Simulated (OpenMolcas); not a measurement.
# How basis sets differ on CHClGaNO (SMILES O=C=[N][GaH][Cl])

The species is CHClGaNO (6 atoms), meant as a singlet with charge 0. As SMILES, `O=C=[N][GaH][Cl]`. The coordinates come from a PBE0-D4/def2-TZVP relaxation. This is one conformer, not always the lowest.

| atom | x (Å) | y (Å) | z (Å) |
| --- | --- | --- | --- |
| O | -0.7002 | -2.6266 | -0.6967 |
| C | -0.6918 | -1.4860 | -0.4676 |
| N | -0.7568 | -0.3047 | -0.2479 |
| Ga | 0.2485 | 1.1244 | 0.2757 |
| Cl | 2.2974 | 0.6946 | 0.6778 |
| H | -0.3549 | 2.5344 | 0.4127 |

Quantity: the dipole moment, in D. The values are calculated.

```json
{"level": "HF/ANO-R0 (sfX2C)", "kind": "Hartree–Fock", "program": "OpenMolcas", "value (D)": "0.33", "CPU time": "3.7 s"}
{"level": "HF/STO-3G", "kind": "Hartree–Fock", "program": "OpenMolcas", "value (D)": "2.42", "CPU time": "1.9 s"}
{"level": "HF/3-21G", "kind": "Hartree–Fock", "program": "OpenMolcas", "value (D)": "3.07", "CPU time": "2.7 s"}
{"level": "HF/ANO-S-VDZ (RICD fitting)", "kind": "Hartree–Fock", "program": "OpenMolcas", "value (D)": "3.53", "CPU time": "4.6 s"}
{"level": "HF/6-31G* (spherical functions)", "kind": "Hartree–Fock", "program": "OpenMolcas", "value (D)": "2.82", "CPU time": "12 s"}
```

All-electron rows without a relativistic Hamiltonian named are non-relativistic. The values span 0.33 to 3.53 D. Magnitudes only. Sets without polarisation functions give poor dipoles. CPU times are rough (shared hosts, several kinds of processor and program).
